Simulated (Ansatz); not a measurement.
The cluster Ge₂O₄⁺ (the lowest doublet isomer of a short search), 6 atoms. Hardware: 4 threads of Arm Neoverse V2 on a shared host.

Correlated methods freeze 22 core orbitals; core or outer-core shells of Ge are correlated, in sets that lack core-valence functions.

Question: How many basis functions does each of these Ansatz runs have, and roughly what does it cost? MP2/def2-TZVP, charge 1 doublet, energy, from earlier orbitals; PBE-D4/def2-SVP, charge 1 doublet, energy, from earlier orbitals; PBE0-D4/def2-TZVP, charge 1 doublet, energy, from earlier orbitals; r2SCAN-D4/def2-TZVP, charge 1 doublet, energy, from earlier orbitals; PBE-D4/def2-SVP, charge 1 doublet, relaxation, 6 steps; PBE0-D4/def2-SVP, charge 1 doublet, energy, from earlier orbitals; CCSD(T)/def2-SVP, charge 1 doublet, energy, from earlier orbitals; PBE-D4/def2-TZVP, charge 1 doublet, energy and forces, from earlier orbitals; r2SCAN0-D4/def2-TZVP, charge 1 doublet, energy, from earlier orbitals; CAM-B3LYP-D4/def2-TZVP, charge 1 doublet, energy, from earlier orbitals; HF/STO-3G, charge 1 doublet, energy; PBE-D4/def2-SVP, charge 1 doublet, energy with a search over starts.

Answer: Other jobs shared the machine, so times can vary by a factor of up to 3. A dash marks memory too small to be measured apart from the calling script's.

| run | functions | fitting or Cholesky vectors | wall time | peak host memory (GiB) |
| --- | --- | --- | --- | --- |
| HF/STO-3G, charge 1 doublet, energy | 56 | 660 | 0.55 s | – |
| PBE-D4/def2-SVP, charge 1 doublet, energy, from earlier orbitals | 120 | 1274 | 1.8 s | – |
| PBE0-D4/def2-SVP, charge 1 doublet, energy, from earlier orbitals | 120 | 1146 | 3 s | – |
| PBE-D4/def2-SVP, charge 1 doublet, energy with a search over starts | 120 | 1274 | 3.6 s | – |
| PBE-D4/def2-TZVP, charge 1 doublet, energy and forces, from earlier orbitals | 220 | 1320 | 4.4 s | – |
| PBE-D4/def2-SVP, charge 1 doublet, relaxation, 6 steps | 120 | 1274 | 7 s | – |
| PBE0-D4/def2-TZVP, charge 1 doublet, energy, from earlier orbitals | 220 | 1406 | 8 s | 0.96 |
| CAM-B3LYP-D4/def2-TZVP, charge 1 doublet, energy, from earlier orbitals | 220 | 1382 | 8.5 s | 1.1 |
| MP2/def2-TZVP, charge 1 doublet, energy, from earlier orbitals | 220 | 1476 | 9 s | 0.77 |
| r2SCAN-D4/def2-TZVP, charge 1 doublet, energy, from earlier orbitals | 220 | 1320 | 9 s | – |
| r2SCAN0-D4/def2-TZVP, charge 1 doublet, energy, from earlier orbitals | 220 | 1406 | 13 s | 1 |
| CCSD(T)/def2-SVP, charge 1 doublet, energy, from earlier orbitals | 120 | 1146 | 66 s | 1.6 |
